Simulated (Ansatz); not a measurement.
Born–Oppenheimer molecular dynamics of ClH9Si4 (14 atoms, charge 0, multiplicity 1). It starts from a relaxed structure.

All numbers below come from Ansatz 0.2.0, RKS PBE0-D4/def2-SVP.

```json
{
  "ensemble": "NVT, Langevin thermostat",
  "time step": "0.5 fs",
  "steps asked": "150",
  "set temperature": "3000 K",
  "friction": "0.02 /fs",
  "temperature schedule": "37 steps to 3000 K, then 113 steps to 750 K",
  "seed": "124234"
}
```

First frame:

```xyz
14
Properties=species:S:1:pos:R:3
Si -0.009 -0.030 0.072
Si 0.105 -0.163 2.409
H -1.273 -0.248 2.980
H 0.875 -1.386 2.797
H 0.796 1.045 2.953
Si 2.116 0.219 -0.884
H 2.946 -0.981 -0.553
H 1.998 0.341 -2.368
H 2.775 1.441 -0.334
Cl -1.110 1.696 -0.400
Si -1.155 -1.861 -0.839
H -2.521 -1.954 -0.239
H -1.270 -1.708 -2.321
H -0.394 -3.112 -0.529
```

Q: How far do the bonds stretch over the last three quarters of this one trajectory? (Pairs bonded in most of those frames.)

A: 
```csv
bond,mean (Å),spread (Å),shortest,longest
Si1–Si2,2.397,0.129,2.17,2.57
Si1–Cl10,2.189,0.072,2.06,2.27
Si1–Si11,2.446,0.207,2.25,2.81
Si2–H3,1.518,0.073,1.38,1.69
Si2–H4,1.533,0.083,1.34,1.71
Si2–H5,1.537,0.145,1.30,1.79
Si6–H7,1.532,0.080,1.39,1.64
Si6–H8,1.536,0.079,1.39,1.70
Si6–H9,1.554,0.143,1.32,1.78
Si11–H12,1.511,0.045,1.43,1.62
Si11–H13,1.519,0.078,1.39,1.65
Si11–H14,1.523,0.066,1.40,1.67
```

Mean temperature of the second half: 1938 K. The schedule's set-point averaged 1497 K over the second half and the system 1938 K, so it lags behind the ramp. A run of 0.075 ps of so small a system gives no equilibrium averages. The orbitals stay closed-shell, which can raise the energy where a bond breaks towards radicals; this wasn't checked here.

Time of the run: 5.7 min on 4 threads of Arm Neoverse V2, on a shared host, peak memory 0.39 GiB.
